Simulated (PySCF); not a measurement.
Sn(Cl)(OH) (ClHOSn), SMILES [Sn]([OH])[Cl] (connectivity only; charge and spin as stated), neutral, multiplicity 1.

Coordinates come from a PBE-D3(BJ)/def2-TZVP optimisation. The def2 effective core potentials stand for the cores of Sn; spin–orbit coupling is left out. The values are those of a single conformer.

The numbers are results of C-PCM-PBE0/def2-SVP run with PySCF, not measurements.

The values are the electrostatic part of the solvation free energy, E(continuum) − E(gas) at the gas-phase geometry, in a cavity of scaled van der Waals radii (PySCF's table); cavitation and dispersion terms are not included. A continuum can't describe solvent molecules that bind to the metal. In vacuum the orbital gap is 5.32 eV. The dipole moment in vacuum is 1.69 D.

| solvent | ε | ΔG(elec) (kcal/mol) | dipole (D) | gap (eV) |
|---|---|---|---|---|
| water | 78.36 | -6.4 | 2.32 | 5.51 |
| dichloromethane | 8.93 | -5.6 | 2.24 | 5.49 |
| diethylether | 4.24 | … | … | … |

Task: Complete the blanks. (An estimate is asked for; the answer gives what the named calculation found.)

Result: 
- diethylether, ΔG(elec) (kcal/mol): -4.8
- diethylether, dipole (D): 2.15
- diethylether, gap (eV): 5.47
